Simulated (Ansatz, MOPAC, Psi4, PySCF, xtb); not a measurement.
Pair of molecules: CH4O (SMILES CO) (first 6 atoms) with CH4S (SMILES CS); geometry from B3LYP-D3(BJ)/def2-TZVP, rigid monomers moved along the line of their centres of mass till O2···H12 is 2.63 Å.
(charge 0, multiplicity 1):
```tsv
atom	x (Å)	y (Å)	z (Å)
C	-0.2896	-0.5451	0.0904
O	-0.1998	0.7684	0.6352
H	-1.2677	-0.7301	-0.3651
H	-0.1510	-1.2349	0.9213
H	0.4924	-0.7335	-0.6519
H	-0.2780	1.4103	-0.0770
C	-1.2024	0.0035	4.2652
S	0.5794	-0.3558	4.1290
H	-1.7194	-0.2486	3.3422
H	-1.5863	-0.6174	5.0730
H	-1.3734	1.0497	4.5099
H	0.7921	0.3999	3.0383
```

```json
[
 {"level": "GFN-FF", "interaction energy (kcal/mol)": "-1.73", "cost": "-"},
 {"level": "PM3", "interaction energy (kcal/mol)": "-0.74", "cost": "-"},
 {"level": "PM7", "interaction energy (kcal/mol)": "-2.63", "cost": "-"},
 {"level": "HF/3-21G (no counterpoise)", "interaction energy (kcal/mol)": "-3.53", "cost": "-"},
 {"level": "HF/6-31G*", "interaction energy (kcal/mol)": "-1.31", "cost": "-"},
 {"level": "PBE-D3(BJ)/def2-TZVPPD", "interaction energy (kcal/mol)": "-3.01", "cost": "×1"},
 {"level": "PBE-D4/def2-TZVPPD", "interaction energy (kcal/mol)": "-3.04", "cost": "×1"},
 {"level": "BP86/6-31G* (no counterpoise)", "interaction energy (kcal/mol)": "-2.04", "cost": "-"},
 {"level": "r2SCAN-D3(BJ)/def2-TZVPPD", "interaction energy (kcal/mol)": "-2.82", "cost": "×2"},
 {"level": "B3LYP/6-31G*", "interaction energy (kcal/mol)": "-1.55", "cost": "-"},
 {"level": "B3LYP/6-31G* (no counterpoise)", "interaction energy (kcal/mol)": "-2.56", "cost": "-"},
 {"level": "B3LYP-D3(BJ)/def2-TZVPPD", "interaction energy (kcal/mol)": "-2.84", "cost": "×1"},
 {"level": "B3LYP-D4/def2-TZVPPD", "interaction energy (kcal/mol)": "-2.83", "cost": "×1"},
 {"level": "PBE0-D4/def2-TZVPPD", "interaction energy (kcal/mol)": "-2.94", "cost": "×1"},
 {"level": "wB97X-V/def2-TZVPPD", "interaction energy (kcal/mol)": "-2.88", "cost": "×3"},
 {"level": "wB97M-V/def2-TZVPPD", "interaction energy (kcal/mol)": "-2.75", "cost": "×4"},
 {"level": "MP2/6-31G* (no counterpoise)", "interaction energy (kcal/mol)": "-3.30", "cost": "-"},
 {"level": "SCS-MP2/aug-cc-pV(D+d)Z", "interaction energy (kcal/mol)": "-2.32", "cost": "-"},
 {"level": "CCSD(T)/aug-cc-pV(D+d)Z", "interaction energy (kcal/mol)": "-2.62", "cost": "×10"},
 {"level": "SAPT0/jun-cc-pV(D+d)Z", "interaction energy (kcal/mol)": "-2.63", "cost": "-"}
]
```

The rows run from -3.53 (HF/3-21G (no counterpoise)) to -0.74 kcal/mol (PM3).

Monomers are frozen at their geometry in the pair; levels with a basis set take the counterpoise correction. Rows marked so take none.

Correlated levels freeze the cores. Rows in 3-21G, 6-31G* carry no dispersion term and start afresh at each structure (6-31G* with six Cartesian d functions). MP2/6-31G* freezes PySCF's default core. The state reached by PM3, PM7 isn't checked; PM7 holds dispersion and hydrogen-bond terms.

Run with Ansatz (Gaussian basis) for Hartree–Fock, density functionals and correlated methods; MOPAC for PM3, PM7 (differences of heats of formation); Psi4 for SAPT; PySCF for 3-21G rows, 6-31G* rows, the dispersion terms; xtb for the GFN methods. Each number belongs to the level named beside it.

Costs are rough ratios of core time to PBE/def2-TZVPPD (about 7 s over the structures, on one shared machine); a dash marks a level with no comparable run of its own.

Ansatz is a quantum-chemistry and plane-wave program.
